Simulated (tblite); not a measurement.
C7H5NO2.
Geometry (GFN2-xTB, Å), atoms numbered from 1 in this order:
```xyz
15
C7H5NO2 angstrom
C     -1.6723   -0.4068   -0.7278
C     -0.4785   -0.0153    0.1440
C     -0.9090    0.3155    1.4830
N     -1.2403    0.5782    2.5443
C      0.5967   -1.1124    0.2692
O      0.3938   -2.2868    0.3827
C      1.9022   -0.4204    0.1749
C      1.7491    0.8552   -0.1907
C      0.3206    1.1893   -0.3901
O     -0.1416    2.1715   -0.8950
H     -2.1733   -1.2731   -0.3021
H     -1.3288   -0.6540   -1.7302
H     -2.3734    0.4225   -0.7885
H      2.8266   -0.9390    0.3630
H      2.5237    1.5836   -0.3586
```

Level: GFN2-xTB in tblite, geometry and Hessian alike; calculated harmonic values, unscaled, isolated species. Errors from tens to a few hundred cm⁻¹ against measured bands are possible. One conformer, not necessarily the lowest.

Harmonic wavenumbers (cm⁻¹): 49.2, 110.4, 129.1, 134.1, 210.4, 216.8, 239.0, 360.0, 447.3, 466.1, 550.7, 581.1, 596.8, 681.2, 701.9, 718.8, 842.8, 864.5, 901.1, 950.4, 1024.4, 1034.2, 1100.3, 1127.3, 1168.8, 1192.0, 1242.4, 1396.3, 1470.5, 1474.6, 1612.6, 1782.2, 1805.3, 2395.9, 3040.7, 3048.1, 3049.2, 3118.8, 3133.6.

A = 1629, B = 1527, C = 1177 MHz; mass 135.032 u (most abundant isotopes); point group Cs, symmetry number 1.

Zero-point energy?

½Σν̃ = 22484 cm⁻¹ = 268.97 kJ/mol.

Entropy at 298.15 K, 1 bar (ideal gas, RRHO, classical rotation)?

Translation 170.04, rotation 121.69, vibration 108.46: S = 400.2 J/(mol K).

And Cp and H(298.15 K) − H(0)?

Cp = 148.12 J/(mol K), of which vibrations give 114.86 (their classical limit is 39 R = 324.3); H(298.15 K) − H(0) = 27.31 kJ/mol without the zero-point energy, 17.40 from vibrations.

How do the functions run with temperature in this model?

```tsv
T (K)	S (J/(mol K))	Cp (J/(mol K))	H − H(0) (kJ/mol)	G − H(0) (kJ/mol)	ln q(vib)
50	242.1	51.6	2.00	-10.11	0.37
100	285.4	74.6	5.18	-23.35	1.37
373.15	436.2	173.2	39.38	-123.38	7.78
500	492.0	208.2	63.66	-182.32	10.70
750	586.0	254.9	122.05	-317.46	16.13
1000	663.6	284.0	189.67	-473.96	21.08
```

q(vib) and H(0) count from the zero-point level.

Which modes carry the vibrational entropy at 298.15 K?

49.2 cm⁻¹: 20.29; 110.4 cm⁻¹: 13.65; 129.1 cm⁻¹: 12.38; 134.1 cm⁻¹: 12.08; 210.4 cm⁻¹: 8.54; 216.8 cm⁻¹: 8.31 J/(mol K); the other 33 give 33.22 together.

Blend soft modes into free rotors: weight 1/[1 + (100 cm⁻¹/ν̃)⁴] for the oscillator and the rest for a rotor with moment μB/(μ + B), μ = h/(8π²ν), B = 10⁻⁴⁴ kg m². What vibrational entropy results?

101.89 J/(mol K) in place of 108.46, which changes −T·S at 298.15 K by +1.96 kJ/mol.

What must be added to the electronic energy to get the Gibbs energy at 298.15 K and 1 bar?

ZPE + [H(298.15 K) − H(0)] − T·S = 268.97 + 27.31 − 119.32 = 176.96 kJ/mol.

Hindered rotation and anharmonicity are outside this model. Other conformers, if any are populated, would add a mixing term that is left out.

On an AMD EPYC 7B13 with one thread (shared host), this took 0.56 s wall. The figure is for the frequency step alone.
